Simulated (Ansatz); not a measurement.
Computed with Ansatz.

A structure relaxed at PBE0-D4/def2-TZVP, charge 0, multiplicity 1:

```xyz
10

Ge   -1.5618    0.8327   -0.1936
O     0.1699    0.4679   -0.4687
C     0.8135   -0.3555    0.4470
Te    2.8717   -0.6836   -0.0986
H    -2.3439   -0.4939   -0.1865
H    -1.9521    1.7367   -1.3637
H    -1.7024    1.5372    1.1686
H     0.3574   -1.3482    0.5248
H     0.8702    0.0836    1.4511
H     2.4774   -1.7770   -1.2803
```

**Question.** Give its formula and SMILES.

**Answer.** CH6GeOTe, `[GeH3][O]C[TeH]`.

**Question.** Summarise the bond lengths by kind.

**Answer.** 1 × Ge–O 1.791 Å; 3 × Ge–H 1.529 to 1.540 Å; 1 × C–O 1.390 Å; 1 × C–Te 2.154 Å; 2 × C–H 1.095 to 1.097 Å; 1 × H–Te 1.658 Å.
